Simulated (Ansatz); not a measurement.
Input file for `[F][Zr]([F])([F])[SH]`:

```yaml
crystal:
  periodic: [false, false, false]
  atoms:
    - {symbol: F, position_ang: [-0.330187, -1.837130, 1.351140]}
    - {symbol: Zr, position_ang: [0.161581, -0.549048, 0.060621]}
    - {symbol: F, position_ang: [2.027737, -0.235299, 0.067941]}
    - {symbol: F, position_ang: [-0.308313, -1.093735, -1.689534]}
    - {symbol: S, position_ang: [-1.018968, 1.513755, 0.617725]}
    - {symbol: H, position_ang: [-0.489851, 2.137457, -0.453994]}
basis:
  gaussian: {orbitals: def2-TZVPP}
correlation: {method: ccsd_t}
output: {orbitals: {seedname: orbitals}}
```

```sh
$ ansatz run in.yaml --threads 4 --pin off --events-out ev --progress --plain
```

Output of Ansatz, abridged:

```
Functional definition: HF
  name "HF"
  cite "Fock, Z. Phys. 61, 126 (1930) doi:10.1007/BF01340294"
  parent pbe
  exchange = exact_x
  correlation = 0
1316 factors; integrals over basis functions are off by at most 9.7e-4 eV
mean field evaluation 1: about -20223.6439 eV, gradient 5.8e1 eV
mean field evaluation 2: about -20223.7798 eV, gradient 5.8e1 eV
mean field evaluation 4: about -20229.5458 eV, gradient 2.4e0 eV
mean field evaluation 8: about -20229.6125 eV, gradient 3.1e-1 eV
mean field evaluation 16: about -20229.6133 eV, gradient 1.4e-6 eV
mean field -20229.61328493 eV, -743.4245760969 hartree, gradient 1.4e-6 eV, S^2 0.000000; 0 other end points of the search recorded, 0 dependent functions left out
8 core orbitals not correlated: weight in the atoms' cores, before any rotation towards them, 1.000 or more for the frozen orbitals, at most 0.000 for the correlated occupied ones
reference -20229.61328493 eV, -743.4245760969 hartree; 20, 20 occupied and 177, 177 virtual orbitals, 1316 factors
second order -34.72611309 eV of doubles, -0.00000000 eV of singles
cycle   1  -33.86755708 eV  change    8.6e-1 eV  update   1.8e-1
cycle   2  -34.71148133 eV  change   -8.4e-1 eV  update   7.7e-2
cycle   3  -34.94717262 eV  change   -2.4e-1 eV  update   3.1e-2
cycle   4  -34.92807564 eV  change    1.9e-2 eV  update   8.8e-3
cycle   5  -34.91368042 eV  change    1.4e-2 eV  update   3.0e-3
cycle   6  -34.91497827 eV  change   -1.3e-3 eV  update   1.1e-3
cycle   7  -34.91517755 eV  change   -2.0e-4 eV  update   3.7e-4
cycle   8  -34.91485556 eV  change    3.2e-4 eV  update   1.7e-4
cycle   9  -34.91492336 eV  change   -6.8e-5 eV  update   6.1e-5
cycle  10  -34.91498828 eV  change   -6.5e-5 eV  update   2.4e-5
cycle  11  -34.91495022 eV  change    3.8e-5 eV  update   9.4e-6
perturbative correction -1.34123080 eV, -0.0492893228 hartree
Total energy: -20265.86946595 eV, -744.7569661741 hartree
```

It took 52 s on 4 threads of a server CPU on a shared host, with 3.5 GiB of host memory at the peak.

Correlation energy per correlated electron: -0.906 eV. T1 diagnostic: 0.0176.
